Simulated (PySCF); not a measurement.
**How the method moves the HOMO and LUMO of `[BH3-][S@+](C)CF`**

Species: C2H8BFS.
Cartesian coordinates in Å at the PBE0-D3(BJ)/def2-SVP level; atoms count from 1:
```xyz
13
C2H8BFS angstrom
B      1.5528   -0.6239    0.5354
S      0.3021    0.0436   -0.7994
C     -0.3064    1.5966   -0.1247
C     -1.1404   -1.0052   -0.4676
F     -2.2109   -0.6046   -1.1934
H      0.9394   -0.6029    1.5929
H      1.8287   -1.7349    0.1122
H      2.4718    0.1729    0.4543
H     -1.2062    1.8993   -0.6757
H     -0.5109    1.4768    0.9486
H      0.4896    2.3386   -0.2681
H     -1.3625   -0.9499    0.6104
H     -0.8355   -2.0270   -0.7419
```

Basis pcSseg-2 throughout (PySCF), one geometry. The structure is a single PBE0-D3(BJ)/def2-SVP conformer in the gas phase; no vibrational or solvent corrections.

How do the orbital energies, the gap and the dipole change with the method?

```json
{"method": "OPBE", "kind": "GGA", "HOMO (eV)": "-6.82", "LUMO (eV)": "-0.82", "gap (eV)": "5.99", "μ (D)": "3.12", "SCF cycles": "15"}
{"method": "BLYP", "kind": "GGA", "HOMO (eV)": "-6.82", "LUMO (eV)": "-0.84", "gap (eV)": "5.98", "μ (D)": "3.01", "SCF cycles": "14"}
{"method": "PBE", "kind": "GGA", "HOMO (eV)": "-6.90", "LUMO (eV)": "-0.92", "gap (eV)": "5.97", "μ (D)": "3.04", "SCF cycles": "14"}
{"method": "B97-D", "kind": "GGA", "HOMO (eV)": "-6.90", "LUMO (eV)": "-0.83", "gap (eV)": "6.07", "μ (D)": "3.05", "SCF cycles": "15"}
{"method": "LDA", "kind": "LDA", "HOMO (eV)": "-6.97", "LUMO (eV)": "-1.09", "gap (eV)": "5.88", "μ (D)": "2.94", "SCF cycles": "14"}
{"method": "KT2", "kind": "GGA", "HOMO (eV)": "-6.98", "LUMO (eV)": "-0.99", "gap (eV)": "5.99", "μ (D)": "2.95", "SCF cycles": "15"}
{"method": "KT3", "kind": "GGA", "HOMO (eV)": "-7.00", "LUMO (eV)": "-1.01", "gap (eV)": "5.99", "μ (D)": "3.01", "SCF cycles": "15"}
{"method": "BP86", "kind": "GGA", "HOMO (eV)": "-7.00", "LUMO (eV)": "-0.97", "gap (eV)": "6.03", "μ (D)": "3.04", "SCF cycles": "14"}
{"method": "B97-2", "kind": "global hybrid", "HOMO (eV)": "-7.94", "LUMO (eV)": "-0.01", "gap (eV)": "7.93", "μ (D)": "3.06", "SCF cycles": "14"}
{"method": "B3LYP", "kind": "global hybrid", "HOMO (eV)": "-8.01", "LUMO (eV)": "-0.24", "gap (eV)": "7.76", "μ (D)": "3.01", "SCF cycles": "14"}
{"method": "PBE0", "kind": "global hybrid", "HOMO (eV)": "-8.18", "LUMO (eV)": "0.03", "gap (eV)": "8.21", "μ (D)": "3.05", "SCF cycles": "14"}
{"method": "mPW1PW91", "kind": "global hybrid", "HOMO (eV)": "-8.22", "LUMO (eV)": "0.01", "gap (eV)": "8.23", "μ (D)": "3.05", "SCF cycles": "14"}
{"method": "BHandHLYP", "kind": "global hybrid", "HOMO (eV)": "-9.42", "LUMO (eV)": "0.83", "gap (eV)": "10.25", "μ (D)": "3.00", "SCF cycles": "12"}
{"method": "CAM-B3LYP", "kind": "range-separated hybrid", "HOMO (eV)": "-9.60", "LUMO (eV)": "0.96", "gap (eV)": "10.56", "μ (D)": "3.02", "SCF cycles": "12"}
{"method": "wB97X-D", "kind": "range-separated hybrid", "HOMO (eV)": "-10.08", "LUMO (eV)": "1.80", "gap (eV)": "11.89", "μ (D)": "3.10", "SCF cycles": "13"}
{"method": "LC-wPBE", "kind": "range-separated hybrid", "HOMO (eV)": "-10.95", "LUMO (eV)": "2.14", "gap (eV)": "13.09", "μ (D)": "3.10", "SCF cycles": "14"}
{"method": "HF", "kind": "Hartree–Fock", "HOMO (eV)": "-11.29", "LUMO (eV)": "2.56", "gap (eV)": "13.84", "μ (D)": "3.08", "SCF cycles": "10"}
```

The HOMO spans 4.47 eV, from OPBE down to HF, and the gap runs from 5.88 eV (LDA) to 13.84 eV (HF). Over the methods OPBE (0 %), BLYP (0 %), PBE (0 %), B97-D (0 %), LDA (0 %), KT2 (0 %), KT3 (0 %), BP86 (0 %), B97-2 (21 %), B3LYP (20 %), PBE0 (25 %), mPW1PW91 (25 %), BHandHLYP (50 %), HF (100 %), a straight line through the gap against the share of exact exchange rises by 0.80 eV for each 10 % (correlation coefficient 0.998). The dipole ranges from 2.94 D (LDA) to 3.12 D (OPBE). This basis has no diffuse functions.
